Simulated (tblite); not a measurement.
Compound: C4H5NSi (charge -1 and doublet state).
Cartesian coordinates in Å at the GFN2-xTB level; atoms count from 1:
```
atom  x, y, z in Å
C1     2.7224   -0.5272    0.5203
C2     1.6952   -0.1303   -0.0781
Si3    0.2503    0.9686   -0.1060
C4    -1.2103   -0.2793   -0.4790
C5    -1.8281   -0.6692    0.7237
N6    -2.3199   -0.9605    1.7291
H7     3.5333   -1.2139    0.3892
H8     0.4316    1.8034   -1.3432
H9    -0.5225    1.9607    0.7408
H10   -0.8096   -1.1560   -0.9880
H11   -1.9370    0.2062   -1.1347
```

Method: GFN2-xTB as coded in tblite; computed harmonic values from a numerical Hessian at the method's own geometry, unscaled. The method is semi-empirical: single wavenumbers can be off by several per cent or more. Modes of hydrogen on silicon can be 10 to 20 % off. One conformer, not necessarily the lowest. Open shells enter through the occupations alone, without spin polarisation, and single modes of such species can be off by tens of per cent.

Harmonic wavenumbers (cm⁻¹): 39.5, 118.1, 156.8, 247.3, 306.2, 366.9, 408.5, 424.2, 483.9, 593.2, 619.6, 655.4, 692.0, 739.7, 825.0, 942.0, 1036.6, 1089.7, 1125.1, 1449.4, 1718.2, 1862.2, 1887.8, 2323.4, 2925.8, 2970.2, 3087.2.

A = 5291, B = 1623, C = 1389 MHz; mass 95.019 u (most abundant isotopes); point group C1, symmetry number 1; spin multiplicity 2.

Task: Zero-point energy?

Result: Half the sum of the wavenumbers: 14547 cm⁻¹ = 174.02 kJ/mol.

Task: What is S at 500 K and 1 bar for an ideal gas of classical rigid rotors and harmonic oscillators?

Result: Translation 176.40, rotation 122.31, vibration 140.89, spin (R ln 2) 5.76: S = 445.4 J/(mol K).

Task: And Cp and H(500 K) − H(0)?

Result: Cp = 162.73 J/(mol K), of which vibrations give 129.47 (their classical limit is 27 R = 224.5); H(500 K) − H(0) = 52.61 kJ/mol without the zero-point energy, 35.99 from vibrations.

Task: What must be added to the electronic energy to get the Gibbs energy at 500 K and 1 bar?

Result: ZPE + [H(500 K) − H(0)] − T·S = 174.02 + 52.61 − 222.68 = 3.95 kJ/mol.

Task: How do the functions run with temperature in this model?

Result: 
| T (K) | S (J/(mol K)) | Cp (J/(mol K)) | H − H(0) (kJ/mol) | G − H(0) (kJ/mol) | ln q(vib) |
| --- | --- | --- | --- | --- | --- |
| 50 | 237.4 | 46.5 | 1.96 | -9.91 | 0.43 |
| 100 | 274.3 | 62.1 | 4.67 | -22.77 | 1.20 |
| 298.15 | 371.3 | 123.6 | 23.37 | -87.34 | 4.68 |
| 373.15 | 401.0 | 140.6 | 33.30 | -116.32 | 6.04 |
| 750 | 517.4 | 192.0 | 97.25 | -290.76 | 12.39 |
| 1000 | 575.3 | 210.7 | 147.75 | -427.59 | 16.03 |

q(vib) and H(0) count from the zero-point level.

Task: Which modes carry the vibrational entropy at 500 K?

Result: 39.5 cm⁻¹: 26.40; 118.1 cm⁻¹: 17.33; 156.8 cm⁻¹: 15.00; 247.3 cm⁻¹: 11.32; 306.2 cm⁻¹: 9.63; 366.9 cm⁻¹: 8.24 J/(mol K); the other 21 give 52.98 together.

Task: Blend soft modes into free rotors: weight 1/[1 + (100 cm⁻¹/ν̃)⁴] for the oscillator and the rest for a rotor with moment μB/(μ + B), μ = h/(8π²ν), B = 10⁻⁴⁴ kg m². What vibrational entropy results?

Result: 130.91 J/(mol K) in place of 140.89, which changes −T·S at 500 K by +4.99 kJ/mol.

Hindered rotation and anharmonicity are outside this model. Other conformers, if any are populated, would add a mixing term that is left out. The structure is chiral; the term R ln 2 for an equal mix with its mirror image is left out.

On one thread, INTEL XEON PLATINUM 8581C at 2.10 GHz (x86_64), shared host, this took 0.27 s of wall time. The figure is for the frequency step alone.
